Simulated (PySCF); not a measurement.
FHSSe, SMILES F[Se]S. The structure is a stationary point at PBE0-D3(BJ)/def2-TZVP. One conformer was computed; it need not be the lowest.

The numbers are results of PySCF with PBE0-D3(BJ)/def2-TZVP, not measurements.

Harmonic wavenumbers (cm⁻¹): 214, 437, 443, 642, 864, 2648. Rotational constants (GHz): 12.32, 3.781, 2.951; symmetry number 1.

**Question.** Work out the zero-point energy and the ideal-gas rigid-rotor harmonic-oscillator thermochemistry at 298.15 K and 1 atm.

**Answer.** ZPE = ½ Σ hcν = ½ × 5248 cm⁻¹ = 7.50 kcal/mol. H − E(el) = 10.68 kcal/mol. Entropy in cal/(mol K): translation 40.52, rotation 25.26, vibration 4.21, total 69.99. G − E(el) = -10.19 kcal/mol. Cp = 14.03 cal/(mol K).
